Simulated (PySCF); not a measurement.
C2H7O, SMILES C[OH+]C, charge +1. Geometry: PBE-D3(BJ)/def2-TZVP. The isomer is the one that the SMILES or the coordinates give; other isomers of the formula were not compared.

Level of theory: PySCF with PBE-D3(BJ)/def2-TZVP.

Harmonic wavenumbers (cm⁻¹): 152, 207, 332, 665, 799, 893, 1052, 1103, 1161, 1226, 1377, 1407, 1422, 1428, 1432, 1434, 1445, 3012, 3013, 3125, 3127, 3140, 3141, 3579. Rotational constants (GHz): 33.88, 8.750, 7.761; symmetry number 1.

Problem. Work out the zero-point energy and the ideal-gas rigid-rotor harmonic-oscillator thermochemistry at 298.15 K and 1 atm.

Solution. ZPE = ½ Σ hcν = ½ × 39674 cm⁻¹ = 237.30 kJ/mol. H − E(el) = 252.39 kJ/mol. Entropy in J/(mol K): translation 156.78, rotation 93.98, vibration 29.28, total 280.04. G − E(el) = 168.89 kJ/mol. Cp = 71.39 J/(mol K).
